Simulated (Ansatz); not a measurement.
Sn30H36, a nanocrystal cut from cubic tin. Total charge 0; triplet. Geometry PBE-D4/def2-SVP, that of the neutral singlet; atoms count from 1.

```xyz
66

Sn   -1.933   -1.829    5.054
Sn   -3.849    2.346    3.261
Sn   -0.613   -5.055    2.063
Sn   -0.954   -4.405   -2.457
Sn   -4.106    2.832   -1.290
Sn   -2.710   -0.446   -4.135
Sn   -2.349   -1.075    0.442
Sn    0.702    1.388    2.875
Sn    2.155   -1.971   -0.012
Sn    0.414    1.957   -1.694
Sn   -1.150    5.316    1.174
Sn    3.659    4.330    0.716
Sn    1.822   -1.357   -4.602
Sn    4.924    1.021   -2.213
Sn   -2.471   -2.981    2.534
Sn   -4.264    0.971    0.832
Sn    0.502   -0.414    5.043
Sn   -1.238    3.409    3.249
Sn   -2.838   -2.342   -2.043
Sn   -1.136   -6.326   -0.398
Sn    1.994   -3.983    1.967
Sn    1.611   -3.223   -2.492
Sn   -4.639    1.578   -3.758
Sn   -1.523    3.980   -1.283
Sn   -0.108    0.658   -4.155
Sn    0.240    0.071    0.411
Sn    3.247    2.617    2.913
Sn    4.777   -0.927   -0.180
Sn    3.026    3.052   -1.719
Sn    4.410   -0.234   -4.684
H    -1.879   -3.086    6.256
H    -3.213   -0.743    5.500
H    -5.000    3.644    3.386
H    -4.097    1.298    4.623
H    -0.715   -6.214    3.364
H    -1.258   -5.151   -4.006
H    -5.274    4.098   -1.001
H    -2.981   -1.266   -5.653
H    -2.434    6.469    1.394
H     0.348    6.195    1.189
H     2.681    5.751    0.917
H     5.320    4.848    0.676
H     1.467   -2.161   -6.110
H     6.520    1.726   -2.226
H    -4.075   -3.669    2.559
H    -5.851    0.242    0.828
H     0.668    0.480    6.527
H     1.818   -1.546    4.977
H    -0.921    4.195    4.775
H    -4.445   -3.025   -1.986
H    -2.719   -7.043   -0.383
H     0.007   -7.609   -0.667
H     3.125   -5.240    1.555
H     2.465   -3.356    3.517
H     2.806   -4.476   -2.723
H    -6.240    0.900   -3.760
H    -4.566    2.735   -5.054
H    -1.409    5.120   -2.600
H    -0.003    1.855   -5.423
H     4.478    1.392    2.919
H     3.409    3.513    4.395
H     5.270   -0.267    1.350
H     5.861   -2.238   -0.548
H     3.119    4.222   -3.013
H     5.595   -1.468   -4.993
H     4.520    0.920   -5.980
```

In the def2 sets Sn takes a core potential; there is no spin–orbit coupling. Single mean-field runs in def2-SVP are fitted with def2-universal-jkfit. At PBE0-D4/def2-SVP a singlet of charge 0 lies 3.23 eV below the triplet at the same geometry.

**Question.** Estimate the Mulliken populations of the heavy atoms from the PBE0/def2-SVP orbitals of Ansatz.

**Answer.** 
```tsv
atom	charge (e)	spin (α − β)
Sn1	0.14	0.00
Sn2	0.15	0.00
Sn3	0.02	0.00
Sn4	0.04	0.00
Sn5	0.02	0.01
Sn6	0.05	0.01
Sn7	-0.11	0.27
Sn8	-0.14	0.06
Sn9	-0.14	0.07
Sn10	-0.11	0.27
Sn11	0.15	0.00
Sn12	0.14	0.00
Sn13	0.04	0.00
Sn14	0.02	0.00
Sn15	0.06	0.16
Sn16	0.04	0.03
Sn17	0.17	0.04
Sn18	0.04	0.00
Sn19	0.04	0.03
Sn20	0.17	0.00
Sn21	0.17	0.04
Sn22	0.03	0.00
Sn23	0.18	0.00
Sn24	0.04	0.03
Sn25	0.04	0.03
Sn26	-0.06	0.23
Sn27	0.17	0.04
Sn28	0.17	0.04
Sn29	0.06	0.16
Sn30	0.17	0.00
```
Mulliken values depend strongly on the basis.

**Question.** Where does the spin sit?

**Answer.** Summed by element: Sn 1.54, H 0.46, of 2 unpaired in all. Largest on single atoms: Sn10 0.27, Sn7 0.27, Sn26 0.23.

**Question.** And the Mayer bond orders between heavy atoms (over 0.3, the first 40 of 42)?

**Answer.** Sn1–Sn15 0.86 (2.82 Å); Sn1–Sn17 0.87 (2.82 Å); Sn2–Sn16 0.86 (2.82 Å); Sn2–Sn18 0.87 (2.82 Å); Sn3–Sn15 0.85 (2.82 Å); Sn3–Sn20 0.87 (2.82 Å); Sn3–Sn21 0.86 (2.82 Å); Sn4–Sn19 0.85 (2.82 Å); Sn4–Sn20 0.86 (2.82 Å); Sn4–Sn22 0.85 (2.82 Å); Sn5–Sn16 0.84 (2.83 Å); Sn5–Sn23 0.86 (2.82 Å); Sn5–Sn24 0.84 (2.83 Å); Sn6–Sn19 0.84 (2.83 Å); Sn6–Sn23 0.86 (2.82 Å); Sn6–Sn25 0.84 (2.83 Å); Sn7–Sn15 0.69 (2.83 Å); Sn7–Sn16 0.83 (2.83 Å); Sn7–Sn19 0.83 (2.83 Å); Sn7–Sn26 0.58 (2.83 Å); Sn8–Sn17 0.83 (2.83 Å); Sn8–Sn18 0.85 (2.83 Å); Sn8–Sn26 0.81 (2.83 Å); Sn8–Sn27 0.83 (2.83 Å); Sn9–Sn21 0.82 (2.83 Å); Sn9–Sn22 0.85 (2.83 Å); Sn9–Sn26 0.81 (2.83 Å); Sn9–Sn28 0.82 (2.83 Å); Sn10–Sn24 0.83 (2.83 Å); Sn10–Sn25 0.83 (2.83 Å); Sn10–Sn26 0.58 (2.83 Å); Sn10–Sn29 0.69 (2.83 Å); Sn11–Sn18 0.87 (2.82 Å); Sn11–Sn24 0.86 (2.82 Å); Sn12–Sn27 0.87 (2.82 Å); Sn12–Sn29 0.86 (2.82 Å); Sn13–Sn22 0.85 (2.82 Å); Sn13–Sn25 0.85 (2.83 Å); Sn13–Sn30 0.86 (2.82 Å); Sn14–Sn28 0.86 (2.82 Å).
